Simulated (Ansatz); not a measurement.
Species: sum formula H6SiN2O2, charge 0, multiplicity 1. SMILES: [Si](N)(N)(O)O
Structure (B3LYP-D3(BJ)/def2-TZVP (Ansatz, a program for electronic structure) minimum search):
```xyz
11

Si    -0.0057    -0.0156    -0.0031
O     -0.6135    -1.3154    -0.8085
O      1.6155    -0.1104    -0.3250
N     -0.4868     1.5601    -0.4653
N     -0.5584    -0.2067     1.5919
H     -0.0393    -1.6929    -1.4793
H      2.1712     0.5861     0.0318
H     -0.1067     1.9833    -1.2970
H     -1.4348     1.8617    -0.3034
H     -0.5116     0.5284     2.2756
H     -0.6978    -1.1159     1.9983
```

Wanted: atomisation energy (electronic, to ground-state atoms), in kcal/mol. Valence correlation only, unless marked. Open shells are spin-unrestricted. Spin-orbit coupling is left out. No relativistic terms. The coupled-cluster limit lacks core correlation, which all-electron functionals hold. Basis-set limits of correlation are two-point, X^-3; Hartree-Fock from the larger set. [CCSD(T)-MP2]/basis is that difference in the basis named.

```tsv
level	program	atomisation energy (kcal/mol)
B97M-V/def2-TZVPD	Ansatz	1002.6
PBE0/def2-SVP	Ansatz	[?]
PBE0-D4/def2-TZVP	Ansatz + dftd4	993.6
r2SCANh-D4/def2-TZVPD	Ansatz + dftd4	991.9
B2PLYP-D3(BJ)/def2-TZVPD	Ansatz + dftd3	[?]
CCSD(T) with core electrons (1s frozen past Ne)/cc-pwCVTZ	Ansatz	979.9
RI-MP2/CBS(cc-pV(T+d)Z,cc-pV(Q+d)Z)+[CCSD(T)-MP2]/cc-pV(T+d)Z	Ansatz	[?]
```

Q: Some entries are withheld; supply them.

A: 
- PBE0/def2-SVP, atomisation energy (kcal/mol): 974.4
- B2PLYP-D3(BJ)/def2-TZVPD, atomisation energy (kcal/mol): 996.7
- RI-MP2/CBS(cc-pV(T+d)Z,cc-pV(Q+d)Z)+[CCSD(T)-MP2]/cc-pV(T+d)Z, atomisation energy (kcal/mol): 1013.3
